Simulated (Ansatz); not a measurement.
Relaxation of FH4NOSi (8 atoms, charge 0, multiplicity 1), to a largest force component of 0.03 eV/Å in at most 50 steps.

Method: RKS revPBE-D4/def2-SVP in Ansatz.

```xyz
8
Properties=species:S:1:pos:R:3
Si 0.220 -0.008 0.102
N 0.756 -0.181 1.776
H 0.144 -0.058 2.589
H 1.680 0.217 1.966
H 1.599 -0.111 -0.366
F -0.476 1.400 -0.363
O -0.912 -1.153 -0.321
H -0.748 -2.016 0.100
```

**Question.** Where does it end, and by what steps?

**Answer.** The run converged. After 6 steps the energy has fallen by 0.224 eV; H5 moved furthest, 0.31 Å.

| step | energy less start (eV) | largest force component (eV/Å) | accepted |
| --- | --- | --- | --- |
| 0 | 0.0000 | 1.537 | yes |
| 1 | -0.1855 | 0.733 | yes |
| 2 | -0.2111 | 0.194 | yes |
| 3 | -0.1991 | 0.674 | no |
| 4 | -0.2213 | 0.130 | yes |
| 5 | -0.2150 | 0.498 | no |
| 6 | -0.2239 | 0.023 | yes |

```xyz
8
Properties=species:S:1:pos:R:3
Si 0.300 -0.019 0.125
N 0.739 -0.168 1.789
H 0.034 -0.070 2.525
H 1.636 0.216 2.096
H 1.564 -0.112 -0.670
F -0.412 1.403 -0.280
O -0.876 -1.146 -0.257
H -0.722 -2.014 0.154
```

Whether the end is a true minimum wasn't checked by a vibrational analysis.

Run time: 19 s on 1 thread of Arm Neoverse V1, on a shared host, peak memory 0.14 GiB.
